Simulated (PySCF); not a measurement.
Compound: C3F6P2.
Numbering: `[F:1][C:2]([F:3])([F:4])[P:5]([C:6]#[P:7])[C:8]([F:9])([F:10])[F:11]`

Method used: TDDFT CAM-B3LYP/def2-SVPD, vertical, gas phase, core orbitals frozen in the response (PySCF 2.14.0, density-fitted response routines). Geometry: GFN2-xTB; no solvent, vibrations or thermal averaging. Torsions of this conformer, `[F:1][C:2]([F:3])([F:4])[P:5]([C:6]#[P:7])[C:8]([F:9])([F:10])[F:11]`: F1–C2–P5–C6 -41°, C2–P5–C8–F9 67°.

Each state is given a Gaussian of 0.25 eV full width at half maximum, with ε(max) = 2.175×10⁸ f / Δν̃ (Δν̃ the width in cm⁻¹). The cross-section is σ = 3.8235×10⁻²¹ ε cm², given in Mb (10⁻¹⁸ cm²). The width is an assumption, not a result. The curve ends short of the highest state used, and states not computed would add to its high-energy end.

```csv
E (eV),σ (Mb)
3.22,0.00
3.33,0.03
3.44,0.25
3.55,0.65
3.66,0.58
3.77,0.18
3.88,0.03
3.99,0.11
4.10,0.62
4.21,1.19
4.33,0.95
4.44,0.91
4.55,0.76
4.66,0.25
4.77,0.03
4.88,0.00
4.99,0.00
5.10,0.00
5.21,0.00
5.32,0.00
5.43,0.00
5.54,0.04
5.66,1.02
5.77,5.91
5.88,11.93
5.99,13.68
6.10,58.31
6.21,190.83
6.32,220.10
6.43,86.84
```

Problem. Where are the band maxima, and which computed states make them?

Solution. 345 nm (3.59 eV), ε about 180, made up of S1 (100%); 293 nm (4.23 eV), ε about 310, made up of S2 (97%); 277 nm (4.47 eV), ε about 240, made up of S3 (92%); 210 nm (5.92 eV), ε about 3200, made up of S4 (95%) (hardly more than a shoulder); 197 nm (6.28 eV), ε about 62000, made up of S5 (100%) (ε in L mol⁻¹ cm⁻¹; maxima over ε = 5, shares over 10%). The states used: S1 3.59 eV (f 0.0017); S2 4.22 eV (f 0.0028); S3 4.49 eV (f 0.0021); S4 5.90 eV (f 0.029); S5 6.28 eV (f 0.574); S6 6.83 eV (f 0.0002); S7 6.88 eV (f 0.220); S8 7.03 eV (f 0.012).

Problem. Coming from long wavelengths, where does ε first pass 100 L mol⁻¹ cm⁻¹?

Solution. At about 357 nm (3.48 eV), 0.12 eV below S1.

Problem. Does any computed singlet lie in the visible range?

Solution. No computed singlet lies in the visible range (380 to 750 nm); the lowest, at 345 nm, stands 0.33 eV above its violet end (3.26 eV); a Tamm–Dancoff triplet lies at 414 nm, without intensity as long as spin–orbit coupling is left out.

Problem. What would ε be at 6.28 eV, the highest of these maxima, with half the width (0.125 eV)?

Solution. About 124000 L mol⁻¹ cm⁻¹ against 61900, a factor of about 2.00; a lone state at its own centre would give exactly 2.
